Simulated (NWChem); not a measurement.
SiPH$_{4}$, doublet; SMILES [SiH3][PH]

Computed with NWChem. Spin-unrestricted. No stability test was run on the SCF state. Each level has its own optimisation; frequencies are unscaled.

```tsv
level	r P–Si (Å)	r H–P (Å)	highest harmonic frequency (cm⁻¹)	lowest (cm⁻¹)	zero-point energy (kcal/mol)	dipole (D)
PBE/def2-SVP	2.272	1.448	2291	184	19.6	0.69
BLYP/def2-SVP	2.291	1.448	2264	182	19.6	0.58
PBE0/def2-SVP	2.261	1.435	2380	191	20.3	0.78
```
